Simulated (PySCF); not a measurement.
**²⁹Si chemical shifts**

[PySCF 2.14.0 with density-fitted response routines: geometry from GFN2-xTB; shielding tensors at PBE0/pcSseg-1 (GIAO); one averaged value for each set of equivalent atoms; relativity neglected; single conformer; no solvent]

Shieldings were converted by a linear fit to measured shifts: ²⁹Si: δ = 279.94 − 0.822σ (rms 8.9 ppm, 72 shifts, 25.8 ppm with the 6 outliers that the fit left out vs TMS, solution or neat liquid). A few per cent of atoms miss by over 2 rms, more outside the fitted compound classes.

Question: Give the ²⁹Si shifts of `CO[Si@](N)(C#N)[SiH2]C#N`, `C=C(C)[Si@@H](P)/C=C\[SiH2]N`, `CSC/P=C\[SiH3]`, `O=C1[SiH2]O[SiH2][C@@H]1CCl`, `CS[SiH2][Si@H]([SiH2][SiH3])C(=O)O`, `O=C(Cl)c1cc([SiH3])co1`, `C=CC[C@@H]1C(=C)[C@H]1O[SiH2]F`, `N[Si@@H]1OCC[SiH2]CO1`, `CN(C)C(=O)[SiH2]O[SiH3]`, `CO[SiH2]O/C=C\[SiH2]N`.

Answer: 
```csv
compound,environment,δ (ppm)
[CH3:1][O:2][Si@:3]([NH2:4])([C:5]#[N:6])[SiH2:7][C:8]#[N:9],"Si3: silicon bonded to C, N, O, Si",-44.0
[CH3:1][O:2][Si@:3]([NH2:4])([C:5]#[N:6])[SiH2:7][C:8]#[N:9],"Si7: silicon bonded to C, Si, 2 H",-96.5
[CH2:1]=[C:2]([CH3:3])[Si@@H:4]([PH2:5])/[CH:6]=[CH:7]\[SiH2:8][NH2:9],"Si4: silicon bonded to 2 C, P, H",-37.7
[CH2:1]=[C:2]([CH3:3])[Si@@H:4]([PH2:5])/[CH:6]=[CH:7]\[SiH2:8][NH2:9],"Si8: silicon bonded to C, N, 2 H",-44.3
CSC/P=C\[SiH3],"silicon bonded to C, 3 H",-78.4
[O:1]=[C:2]1[SiH2:3][O:4][SiH2:5][C@@H:6]1[CH2:7][Cl:8],"Si5: silicon bonded to C, O, 2 H, in a 5-membered ring",-16.3
[O:1]=[C:2]1[SiH2:3][O:4][SiH2:5][C@@H:6]1[CH2:7][Cl:8],"Si3: silicon bonded to C, O, 2 H, in a 5-membered ring",-39.0
[CH3:1][S:2][SiH2:3][Si@H:4]([SiH2:5][SiH3:6])[C:7](=[O:8])[OH:9],"Si3: silicon bonded to S, Si, 2 H",-43.2
[CH3:1][S:2][SiH2:3][Si@H:4]([SiH2:5][SiH3:6])[C:7](=[O:8])[OH:9],"Si4: silicon bonded to C, 2 Si, H",-78.6
[CH3:1][S:2][SiH2:3][Si@H:4]([SiH2:5][SiH3:6])[C:7](=[O:8])[OH:9],"Si6: silicon bonded to Si, 3 H",-96.4
[CH3:1][S:2][SiH2:3][Si@H:4]([SiH2:5][SiH3:6])[C:7](=[O:8])[OH:9],"Si5: silicon bonded to 2 Si, 2 H",-112.7
O=C(Cl)c1cc([SiH3])co1,"silicon bonded to C, 3 H",-77.0
C=CC[C@@H]1C(=C)[C@H]1O[SiH2]F,"silicon bonded to F, O, 2 H",-30.2
[NH2:1][Si@@H:2]1[O:3][CH2:4][CH2:5][SiH2:6][CH2:7][O:8]1,"Si2: silicon bonded to N, 2 O, H, in a 7-membered ring",-41.2
[NH2:1][Si@@H:2]1[O:3][CH2:4][CH2:5][SiH2:6][CH2:7][O:8]1,"Si6: silicon bonded to 2 C, 2 H, in a 7-membered ring",-41.2
[CH3:1][N:2]([CH3:3])[C:4](=[O:5])[SiH2:6][O:7][SiH3:8],"Si8: silicon bonded to O, 3 H",-39.8
[CH3:1][N:2]([CH3:3])[C:4](=[O:5])[SiH2:6][O:7][SiH3:8],"Si6: silicon bonded to C, O, 2 H",-50.6
[CH3:1][O:2][SiH2:3][O:4]/[CH:5]=[CH:6]\[SiH2:7][NH2:8],"Si3: silicon bonded to 2 O, 2 H",-37.2
[CH3:1][O:2][SiH2:3][O:4]/[CH:5]=[CH:6]\[SiH2:7][NH2:8],"Si7: silicon bonded to C, N, 2 H",-43.9
```
